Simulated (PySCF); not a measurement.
SnHF3, SMILES [F][SnH]([F])[F].

Geometry: B3LYP-D3(BJ)/def2-SVP. The def2 effective core potentials stand for the cores of Sn; spin–orbit coupling is left out.

The numbers are results of PySCF 2.14.0 with TDA-CAM-B3LYP/def2-SVPD, not measurements.

Vertical excitations; the highest root listed may be one member of a degenerate set. The molecule is in vacuum. State labels are in the subgroup Cs.

**Question.** Give excitation energies, oscillator strengths and character. (Estimate from the structure and the level; the computed values follow.)

**Answer.** 
```tsv
state	symmetry	energy (eV)	λ (nm)	f	main pairs
S1	A"	7.55	164	0.000	HOMO−1→LUMO 94 %
S2	A"	7.70	161	0.008	HOMO−3→LUMO, HOMO−5→LUMO (degenerate set)
S3	A'	7.70	161	0.008	HOMO−2→LUMO, HOMO−4→LUMO (degenerate set)
S4	A'	7.75	160	0.200	HOMO→LUMO 80 %, HOMO−6→LUMO 14 %
S5	A'	7.92	157	0.045	HOMO−4→LUMO, HOMO−2→LUMO (degenerate set)
S6	A"	7.92	157	0.045	HOMO−5→LUMO, HOMO−3→LUMO (degenerate set)
S7	A'	9.29	133	0.094	HOMO→LUMO+1 (degenerate set)
S8	A"	9.29	133	0.094	HOMO→LUMO+2 (degenerate set)
S9	A'	9.31	133	0.092	HOMO−6→LUMO 45 %, HOMO−3→LUMO+2 19 %, HOMO−2→LUMO+1 19 %, HOMO→LUMO 12 %
S10	A"	9.32	133	0.051	HOMO−7→LUMO 58 %, HOMO−1→LUMO+1 29 %
T1	A'	6.20	200	0	HOMO→LUMO 92 %
T2	A"	7.10	175	0	HOMO−1→LUMO 89 %
T3	A"	7.12	174	0	HOMO−3→LUMO (degenerate set)
T4	A'	7.12	174	0	HOMO−2→LUMO (degenerate set)
```
Triplets are in the Tamm–Dancoff approximation.
